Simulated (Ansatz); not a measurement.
CH7NSi2 (`N=C([SiH3])[SiH3]`). The species carries charge 0 and has multiplicity 1.

```csv
atom,x (Å),y (Å),z (Å)
N1,-1.433,1.062,-0.390
C2,-0.449,0.292,-0.119
Si3,1.308,0.945,0.189
Si4,-0.835,-1.564,-0.037
H5,-1.152,2.048,-0.417
H6,1.260,2.426,0.051
H7,2.255,0.367,-0.801
H8,1.769,0.570,1.552
H9,-0.470,-2.070,1.315
H10,-2.271,-1.800,-0.315
H11,0.018,-2.275,-1.028
```

Q: List the harmonic frequencies (cm⁻¹, unscaled) at PBE0-D4/def2-TZVP in Ansatz. (An estimate is asked.)

A: Ansatz gave: 26, 102, 161, 276, 301, 466, 522, 543, 677, 722, 856, 913, 924, 927, 934, 940, 946, 952, 1319, 1632, 2212, 2218, 2219, 2230, 2231, 2259, 3367.

Q: Is this a minimum?

A: Yes, all 27 modes are real.

Q: Give the ideal-gas thermochemistry at 298.15 K and 1 bar (rigid rotor, harmonic oscillator; point group Cs, symmetry number 1).

A: Zero-point energy 184.7 kJ/mol; H(298) − E = 206.1 kJ/mol; entropy 354.1 J/(mol·K), of which translation 164.9, rotation 111.3, vibration 78.0; G(298) − E = 100.6 kJ/mol. Modes under 100 cm⁻¹ are hindered rotations or soft bends, so the harmonic entropy is rough.

Q: Rotational constants (cm⁻¹)?

A: 0.2226, 0.08977, 0.06693.
